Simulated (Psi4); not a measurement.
Method: Psi4 with SAPT0/jun-cc-pVDZ, frozen core.

Psi4 input:

```
molecule {
0 1
N 0.00014008 -0.00065038 0.27908757
H -0.44960184 0.82894368 -0.09086975
H -0.49296847 -0.80347289 -0.09465430
H 0.94243023 -0.02482041 -0.09356352
--
0 1
C -0.32337744 3.55680041 -0.88898601
N -1.33910780 2.50734401 -0.96265612
H 0.14621967 3.53348121 0.09567733
H 0.45711184 3.35327041 -1.62385635
H -0.69209325 4.57725122 -1.06258866
H -2.07035249 2.66701129 -0.28033659
H -1.78225522 2.49996670 -1.87333209
units angstrom
symmetry c1
no_reorient
no_com
}
set basis jun-cc-pvdz
set scf_type df
set freeze_core true
energy('sapt0')
```

Part of the output:

```
    SAPT Results
  --------------------------------------------------------------------------------------------------------
    Electrostatics                -12.49469134 [mEh]      -7.84053719 [kcal/mol]     -32.80480759 [kJ/mol]
      Elst10,r                    -12.49469134 [mEh]      -7.84053719 [kcal/mol]     -32.80480759 [kJ/mol]

    Exchange                       15.41581948 [mEh]       9.67357277 [kcal/mol]      40.47422847 [kJ/mol]
      Exch10                       15.41581948 [mEh]       9.67357277 [kcal/mol]      40.47422847 [kJ/mol]
      Exch10(S^2)                  15.23595400 [mEh]       9.56070548 [kcal/mol]      40.00199172 [kJ/mol]

    Induction                      -3.69518912 [mEh]      -2.31876618 [kcal/mol]      -9.70171771 [kJ/mol]
      Ind20,r                      -5.57235873 [mEh]      -3.49670789 [kcal/mol]     -14.63022583 [kJ/mol]
      Exch-Ind20,r                  3.64260951 [mEh]       2.28577198 [kcal/mol]       9.56366996 [kJ/mol]
      delta HF,r (2)               -1.76543991 [mEh]      -1.10783027 [kcal/mol]      -4.63516184 [kJ/mol]

    Dispersion                     -3.31205982 [mEh]      -2.07834892 [kcal/mol]      -8.69581187 [kJ/mol]
      Disp20                       -4.26783495 [mEh]      -2.67810686 [kcal/mol]     -11.20519911 [kJ/mol]
      Exch-Disp20                   0.95577512 [mEh]       0.59975795 [kcal/mol]       2.50938724 [kJ/mol]
      Disp20 (SS)                  -2.13391747 [mEh]      -1.33905343 [kcal/mol]      -5.60259956 [kJ/mol]
      Disp20 (OS)                  -2.13391747 [mEh]      -1.33905343 [kcal/mol]      -5.60259956 [kJ/mol]
      Exch-Disp20 (SS)              0.55048795 [mEh]       0.34543640 [kcal/mol]       1.44530591 [kJ/mol]
      Exch-Disp20 (OS)              0.40528718 [mEh]       0.25432154 [kcal/mol]       1.06408134 [kJ/mol]

  Total HF                         -0.77406098 [mEh]      -0.48573060 [kcal/mol]      -2.03229682 [kJ/mol]
  Total SAPT0                      -4.08612080 [mEh]      -2.56407951 [kcal/mol]     -10.72810869 [kJ/mol]
```
